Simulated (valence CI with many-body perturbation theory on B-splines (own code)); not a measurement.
**Hyperfine factors and g values of Ir LXIII**

Computed by valence CI with perturbative core correlation (CI+MBPT): five valence electrons over a frozen Dirac-Fock core [Ne], a basis of 11 s, 11 p, 10 d, 8 f, 5 g, 2 h functions for each j, with the one-electron correlation potential Σ1, the two-electron term Σ2, the three-electron term Σ3, Breit, model QED; selected CI, second order for the rest, scaled by the run's own slope (own B-spline code, finite nucleus).

The last digits are not significant, and no measured levels were compared; by estimate large intervals hold to a few tenths of a per cent, small ones and those within an open d or f shell to about a per cent. Among the levels kept, up to 3100 cm⁻¹ of a level comes from second order outside the variational space, and about a tenth of that is noise between levels of different J, which matters for small intervals.

A/g_I is the dipole constant over the nuclear g factor μ/I (μ in nuclear magnetons, uniformly magnetised nucleus), B/Q the quadrupole constant per barn. Both hold the static response of the core; the bare values leave it out. Large factors of s and p1/2 electrons are usually good to 5 to 10 %; those of open d and f shells near neutrality can be off by tens of per cent, and small factors of p3/2, d and f electrons come from cancelling terms and can be off by a factor of two or in sign, in half-filled shells by more. B is blank for J = 1/2, where it vanishes, and for nearly pure S terms. Energies count from the lowest level.

Levels are named by their leading jj configuration (3d3/2^4 stands for four electrons in 3d with j = 3/2), which in mixed levels can hold well under half, so a name can repeat and another be missing. Letters in brackets count levels of one name in rising energy.

| Level | E (Ry) | g | A/g_I (MHz) | A/g_I bare | B/Q (MHz/b) | B/Q bare |
| --- | --- | --- | --- | --- | --- | --- |
| (3s^2 3p1/2^2 3p3/2) J=3/2 | 0.000 | 1.337 | 240000 | 239000 | 476000 | 470000 |
| (3s^2 3p1/2^2 3d3/2) J=3/2 | 17.768 | 0.777 | 130000 | 133000 | 80900 | 83400 |
| (3s^2 3p1/2^2 3d5/2) J=5/2 | 25.994 | 1.192 | 54400 | 57600 | 71800 | 74500 |
| (3s^2 3p1/2 3p3/2^2) J=3/2 | 30.539 | 1.452 | -161000 | -154000 | 31300 | 30900 |
| (3s^2 3p1/2 3p3/2^2) J=5/2 | 31.443 | 1.185 | 651000 | 643000 | -877 | -858 |
| (3s^2 3p1/2 3p3/2^2) J=1/2 | 32.635 | 0.645 | 2280000 | 2240000 |  |  |
| (3s 3p1/2^2 3p3/2^2) J=5/2 | 44.211 | 1.454 | 1470000 | 1450000 | 86800 | 85600 |
| (3s 3p1/2^2 3p3/2^2) J=3/2 | 46.469 | 1.144 | -787000 | -766000 | -42300 | -41600 |
| (3s 3p1/2^2 3p3/2^2) J=1/2 | 46.661 | 2.023 | 5990000 | 5870000 |  |  |
| (3s^2 3p1/2 3p3/2 3d3/2) J=5/2 [a] | 48.094 | 0.955 | 487000 | 482000 | -45800 | -43600 |
| (3s^2 3p1/2 3p3/2 3d3/2) J=1/2 [a] | 48.358 | 0.219 | 836000 | 828000 |  |  |
| (3s^2 3p1/2 3p3/2 3d3/2) J=3/2 [a] | 48.389 | 0.901 | 488000 | 484000 | -288000 | -284000 |
| (3s^2 3p1/2 3p3/2 3d3/2) J=7/2 | 49.043 | 1.016 | 483000 | 479000 | 532000 | 528000 |
| (3s^2 3p1/2 3p3/2 3d3/2) J=5/2 [b] | 51.356 | 1.150 | 55900 | 59800 | 500000 | 495000 |
| (3s^2 3p1/2 3p3/2 3d3/2) J=1/2 [b] | 52.181 | 1.659 | 1610000 | 1580000 |  |  |
| (3s^2 3p1/2 3p3/2 3d3/2) J=3/2 [b] | 52.262 | 1.212 | -120000 | -113000 | 22600 | 21000 |
| (3s^2 3p1/2 3p3/2 3d5/2) J=7/2 [a] | 55.303 | 1.300 | -115000 | -108000 | 528000 | 525000 |
| (3s^2 3p1/2 3p3/2 3d5/2) J=9/2 | 56.297 | 1.178 | 362000 | 359000 | 538000 | 535000 |
| (3s^2 3p1/2 3p3/2 3d5/2) J=3/2 [a] | 56.301 | 1.326 | -362000 | -351000 | -180000 | -177000 |
| (3s^2 3p1/2 3p3/2 3d5/2) J=5/2 [a] | 56.567 | 1.112 | 465000 | 461000 | -347000 | -342000 |
| (3s^2 3p1/2 3p3/2 3d5/2) J=5/2 [b] | 58.069 | 1.279 | -105000 | -98900 | 16600 | 18000 |
| (3s^2 3p1/2 3p3/2 3d5/2) J=7/2 [b] | 58.204 | 1.124 | 417000 | 412000 | -12300 | -9740 |
| (3s^2 3p1/2 3p3/2 3d5/2) J=3/2 [b] | 58.875 | 0.932 | 684000 | 675000 | 48200 | 48400 |
| (3s^2 3p1/2 3p3/2 3d5/2) J=1/2 | 59.166 | 1.223 | -700000 | -682000 |  |  |
| (3s 3p1/2^2 3p3/2 3d3/2) J=5/2 [a] | 61.664 | 1.251 | 1170000 | 1150000 | 148000 | 146000 |
| (3s 3p1/2^2 3p3/2 3d3/2) J=3/2 [a] | 61.826 | 1.244 | 601000 | 594000 | 8330 | 6450 |
| (3s 3p1/2^2 3p3/2 3d3/2) J=1/2 [a] | 62.009 | 2.345 | 3510000 | 3450000 |  |  |
| (3s 3p1/2^2 3p3/2 3d3/2) J=7/2 | 62.503 | 1.235 | 1100000 | 1090000 | 516000 | 513000 |
| (3s^2 3p3/2^3) J=3/2 | 63.280 | 1.281 | 255000 | 254000 | -486000 | -480000 |
| (3s 3p1/2^2 3p3/2 3d3/2) J=3/2 [b] | 63.946 | 1.026 | 597000 | 591000 | -265000 | -261000 |
| (3s 3p1/2^2 3p3/2 3d3/2) J=5/2 [b] | 64.707 | 0.868 | -252000 | -242000 | 268000 | 267000 |
| (3s 3p1/2^2 3p3/2 3d3/2) J=1/2 [b] | 65.073 | 0.552 | 1170000 | 1150000 |  |  |
| (3s^2 3p1/2 3d3/2^2) J=5/2 | 66.997 | 0.790 | 362000 | 360000 | 113000 | 113000 |
| (3s 3p1/2^2 3p3/2 3d5/2) J=9/2 | 68.893 | 1.340 | 861000 | 849000 | 532000 | 529000 |
| (3s 3p1/2^2 3p3/2 3d5/2) J=5/2 [a] | 70.208 | 1.369 | 1280000 | 1260000 | -259000 | -255000 |
| (3s^2 3p1/2 3d3/2^2) J=1/2 | 70.271 | 0.633 | 2260000 | 2220000 |  |  |
| (3s^2 3p1/2 3d3/2^2) J=3/2 | 70.443 | 0.857 | -379000 | -366000 | -69600 | -68500 |
| (3s 3p1/2^2 3p3/2 3d5/2) J=7/2 [a] | 70.768 | 1.262 | 583000 | 577000 | 253000 | 252000 |
| (3s 3p1/2^2 3p3/2 3d5/2) J=3/2 [a] | 71.129 | 1.053 | -648000 | -629000 | -221000 | -218000 |
| (3s 3p1/2^2 3p3/2 3d5/2) J=7/2 [b] | 72.073 | 1.176 | -134000 | -125000 | 270000 | 271000 |

(1) Take the isotope of mass number 193, with I = 3/2, μ = 0.163 μN and Q = 0.751 b. What is the hyperfine structure of (3s^2 3p1/2^2 3d5/2) J=5/2?

Answers

(1) From the table A = 5910 MHz, B = 53900 MHz. Shifts from the centre of gravity in MHz: F = 1: 6700, F = 2: -24600, F = 3: -31100, F = 4: 35600.
